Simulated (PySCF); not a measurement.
Species: chlorobenzene, C6H5Cl.
SMILES: `c1ccccc1Cl`

Computed, not measured: CAM-B3LYP/def2-SV(P) geometry optimisation, gas phase in PySCF 2.14.0.

Masses are those of the commonest isotopes; rigid-rotor values at the optimised geometry. 

Task: What are A, B and C (cm⁻¹)?

Result: Ia = 88.78, Ib = 321.63, Ic = 410.41 u·Å²; 505379 MHz·u·Å²/I gives 5692, 1571 and 1231 MHz, that is A = 0.18987, B = 0.05241, C = 0.04108 cm⁻¹.

Task: What kind of rotor is it?

Result: An asymmetric top. Ray's parameter κ = (2B − A − C)/(A − C) = -0.848; −1 is the prolate and +1 the oblate limit.

Task: Is it planar, by Δ = Ic − Ia − Ib?

Result: Planar: Δ = Ic − Ia − Ib = 0.00 u·Å². For a rigid frame Δ = −2 Σ m c², so it vanishes when all atoms lie in the ab plane; here none is more than 0.01 Å from it.

Task: List the rotational levels J(Ka,Kc) to J = 5 (K).

Result: Above 0(0,0), as E/k:
J = 1: 1(0,1) 0.135, 1(1,1) 0.332, 1(1,0) 0.349
J = 2: 2(0,2) 0.403, 2(1,2) 0.585, 2(1,1) 0.634, 2(2,1) 1.227, 2(2,0) 1.228
J = 3: 3(0,3) 0.802, 3(1,3) 0.963, 3(1,2) 1.061, 3(2,2) 1.631, 3(2,1) 1.636, 3(3,1) 2.661, 3(3,0) 2.661
J = 4: 4(0,4) 1.331, 4(1,4) 1.467, 4(1,3) 1.630, 4(2,3) 2.168, 4(2,2) 2.182, 4(3,2) 3.201, 4(3,1) 3.201, 4(4,1) 4.641, 4(4,0) 4.641
J = 5: 5(0,5) 1.985, 5(1,5) 2.095, 5(1,4) 2.339, 5(2,4) 2.838, 5(2,3) 2.871, 5(3,3) 3.876, 5(3,2) 3.877, 5(4,2) 5.315, 5(4,1) 5.315, 5(5,1) 7.167, 5(5,0) 7.167

Task: Predict some low-J microwave lines.

Result: The dipole components are |μa| = 1.56 D, |μb| = 0.00 D, |μc| = 0.00 D; the symmetry axis of this C2v structure is a, so μb and μc vanish by symmetry and there are no b-type or c-type lines. Some lines, for components of 0.1 D or more:

```tsv
type	branch	J(Ka,Kc)	MHz	lower level (cm⁻¹)
a	Q	1(1,0) ← 1(1,1)	340	0.231
a	Q	2(1,1) ← 2(1,2)	1020	0.407
a	Q	3(1,2) ← 3(1,3)	2039	0.670
a	R	1(0,1) ← 0(0,0)	2803	0.000
a	Q	4(1,3) ← 4(1,4)	3394	1.020
a	R	2(1,2) ← 1(1,1)	5266	0.231
a	R	2(0,2) ← 1(0,1)	5585	0.093
a	R	2(1,1) ← 1(1,0)	5945	0.242
a	R	3(1,3) ← 2(1,2)	7886	0.407
a	R	3(0,3) ← 2(0,2)	8328	0.280
a	R	3(2,2) ← 2(2,1)	8408	0.853
a	R	3(2,1) ← 2(2,0)	8488	0.854
a	R	3(1,2) ← 2(1,1)	8905	0.441
a	R	4(1,4) ← 3(1,3)	10493	0.670
a	R	4(0,4) ← 3(0,3)	11013	0.558
a	R	4(2,3) ← 3(2,2)	11195	1.133
a	R	4(3,2) ← 3(3,1)	11249	1.849
a	R	4(3,1) ← 3(3,0)	11254	1.850
a	R	4(2,2) ← 3(2,1)	11393	1.137
a	R	4(1,3) ← 3(1,2)	11848	0.738
```

Stationary, but not proved a minimum. Zero-point vibration and centrifugal distortion are left out. Quadrupole hyperfine structure (35Cl) is left out.
